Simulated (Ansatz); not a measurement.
Computed with Ansatz on PBE0-D4/def2-TZVP structures; ΔE is electronic, products minus reactants. CCSD(T)/CBS adds triple-zeta CCSD(T) − MP2 to the extrapolated MP2 energy (def2 sets, frozen cores). Functionals use def2-TZVPP. For Ga outer-core shells are correlated without core-valence functions, which leaves a few kJ/mol of doubt a bond. Scalar relativity is left out up to krypton. One conformer a species, not always the lowest.

Reaction (cleavage of the Ga–Si bond): `O[SiH2][GaH][SiH3]` + `[SiH3]S` → `[SiH3][S][GaH][SiH3]` + silanol

CCSD(T)/CBS gives -108.7 kJ/mol.

(1) Another level gave -107.0 kJ/mol. Which?
A. PBE/def2-TZVPP
B. B2PLYP/def2-TZVPP
C. PBE0/def2-TZVPP
D. ωB97X-V/def2-TZVPP

Largest T1 diagnostic among the species: 0.013.

Answers

(1) B. B2PLYP -107.0, PBE0 -96.4, ωB97X-V -102.8, PBE -90.6 kJ/mol.

The D4 term adds −3.8 kJ/mol with B3LYP and −1.9 kJ/mol with PBE0; it sums over pairs of atoms, weighted by their polarisabilities, and B3LYP, whose exchange is more repulsive, gets the larger term. From PBE to PBE0 (25 % exact exchange), in def2-TZVPP and without D4, ΔE moves by −5.9 kJ/mol.

B3LYP here is the variant with VWN-RPA as its local correlation; programs differ in this.
